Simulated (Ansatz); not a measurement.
Two spin states of TeCl, each at its own minimum; 2S+1 = 2, 4 were tried, and our sources give no spin for the ground state. No spin–orbit coupling.

Each state is the lowest solution found for its spin in def2 and cc sets.

Correlated levels freeze the inner cores; with def2 sets outer-core shells near the valence are correlated too.

Codes used: Ansatz (Gaussian basis) for Hartree–Fock, density functionals and correlated methods. Each number belongs to the level named beside it. In def2 rows elements past Kr take small-core potentials, without spin–orbit coupling.

PBE/def2-TZVPP gives 26.28 kcal/mol for the energy of the multiplicity-4 state above the multiplicity-2 state.

### Question
How do the other levels lie against it? Give each less PBE: PBE0/def2-TZVPP, wB97X-V/def2-TZVPP, CCSD(T)/def2-TZVPP.

### Answer
PBE0/def2-TZVPP 2.26; wB97X-V/def2-TZVPP 8.99; CCSD(T)/def2-TZVPP 3.15 kcal/mol. 3 of 3 lie above PBE; the widest gap is to wB97X-V/def2-TZVPP.

Ansatz is a quantum-chemistry and plane-wave program.
